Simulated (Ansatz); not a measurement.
`[SiH3][O][InH][Cl]` → `[OH][InH][Cl]` + `[SiH2]`  (silylene loss)

Program: Ansatz. Geometries: PBE0-D4/def2-TZVP. ΔE: electronic, gas phase. CBS: MP2 limit from def2 TZ/QZ plus the TZ coupled-cluster correction, frozen cores. This one scheme is used for every species. Functionals use def2-TZVPP. B3LYP here is the variant with VWN-RPA as its local correlation; programs differ in this. HSE06 is defined as in plane-wave codes. def2 core potentials past Kr. For In outer-core shells are correlated without core-valence functions, which leaves a few kJ/mol of doubt a bond. Each species was taken in one conformer, which may not be the lowest.

Question: Is it downhill or uphill in electronic energy at CCSD(T)/CBS, and by how much? (Best estimate.)

Answer: Computed: Uphill: ΔE = +80.7 kcal/mol.

Question: What do these levels give: BLYP-D4, B3LYP-D4, r2SCANh-D4, HSE06-D4, ωB97M-V, HSE06? (Estimate.)

Answer: The calculation gave: BLYP-D4 75.4, B3LYP-D4 79.2, r2SCANh-D4 84.7, HSE06-D4 80.7, ωB97M-V 78.9, HSE06 79.1 kcal/mol.

Largest T1 diagnostic among the species: 0.015.

From BLYP to BHLYP (50 % exact exchange), in def2-TZVPP and without D4, ΔE moves by +9.5 kcal/mol. Leaving LDA and LC-ωPBE aside and taking each functional with its dispersion term where it has one, the values, not all of them listed here, spread over 10.0 kcal/mol, from BLYP-D4 to r2SCAN0-D4. LDA lies +8.0 kcal/mol from PBE without D4.
